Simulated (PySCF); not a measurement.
PySCF input file for F₂Ge, SMILES [F][Ge][F] (connectivity only; charge and spin as stated), charge -1, multiplicity 2, C-PCM-ωB97X/def2-SVPD. Geometry optimised at B3LYP-D3(BJ)/def2-SVPD. The multiplicity is an assumed one; other spin states were not compared. The isomer is the one that the SMILES or the coordinates give; other isomers of the formula were not compared.

```python
import numpy as np
from pyscf import gto, scf, dft
from pyscf.solvent import pcm

mol = gto.M(
    atom='''
    Ge    0.00000000   -0.00000000    0.45566466
    F     0.00000000   -1.39652817   -0.81007051
    F     0.00000000    1.39652818   -0.81007051
    ''',
    basis='def2-SVPD',
    charge=-1,
    spin=1,
    max_memory=1600,
    verbose=3,
)
mf = dft.UKS(mol, xc='wb97x').density_fit(auxbasis='def2-universal-jkfit')
mf.grids.level = 3
mf.conv_tol = 1e-9
mf.max_cycle = 100
mf.kernel()
fine, coarse = mf.grids, dft.Grids(mol).set(level=1).build(with_non0tab=True)
for _ in range(3):  # follow internal instabilities
    mf.grids = coarse
    mo, _, stable, _ = mf.stability(return_status=True, nroots=4)
    mf.grids = fine
    if stable:
        break
    mf.kernel(mf.make_rdm1(mo, mf.mo_occ))
res = {}
for name, eps in {'water': 78.355, 'cyclohexanone': 15.619, 'ethanol': 24.852}.items():
    s = mf.PCM()
    s.with_solvent.method, s.with_solvent.eps, s.with_solvent.lebedev_order = 'C-PCM', eps, 29
    s.kernel(mf.make_rdm1())
    res[name] = (s.e_tot, eps, s.dip_moment(), s.mo_energy, s.converged)
    print(f'{name}: electrostatic solvation free energy {(s.e_tot - mf.e_tot) * 627.509474:.3f} kcal/mol')
```

Output:

```

WARN: HOMO -0.068414408932107 >= LUMO -0.0684144089321084

converged SCF energy = -2276.39277742833  <S^2> = 0.75425539  2S+1 = 2.0042509
<class 'pyscf.df.df_jk.DFUKS'> wavefunction is stable in the internal stability analysis

WARN: PCM is an experimental feature. It is still in testing.
Features and APIs may be changed in the future.

converged SCF energy = -2276.48623669998  <S^2> = 0.75422789  2S+1 = 2.0042234

WARN: System has nonzero charge -1; the dipole moment is origin-dependent.
Location of origin: [0. 0. 0.]

Dipole moment(X, Y, Z, Debye): -0.00000, -0.00000,  2.58055
water: electrostatic solvation free energy -58.647 kcal/mol

WARN: PCM is an experimental feature. It is still in testing.
Features and APIs may be changed in the future.

converged SCF energy = -2276.48131537002  <S^2> = 0.75422652  2S+1 = 2.0042221

WARN: System has nonzero charge -1; the dipole moment is origin-dependent.
Location of origin: [0. 0. 0.]

Dipole moment(X, Y, Z, Debye): -0.00000, -0.00000,  2.52576
cyclohexanone: electrostatic solvation free energy -55.558 kcal/mol

WARN: PCM is an experimental feature. It is still in testing.
Features and APIs may be changed in the future.

converged SCF energy = -2276.48359779461  <S^2> = 0.75422712  2S+1 = 2.0042227

WARN: System has nonzero charge -1; the dipole moment is origin-dependent.
Location of origin: [0. 0. 0.]

Dipole moment(X, Y, Z, Debye): -0.00000, -0.00000,  2.55099
ethanol: electrostatic solvation free energy -56.991 kcal/mol
```

The run converged.
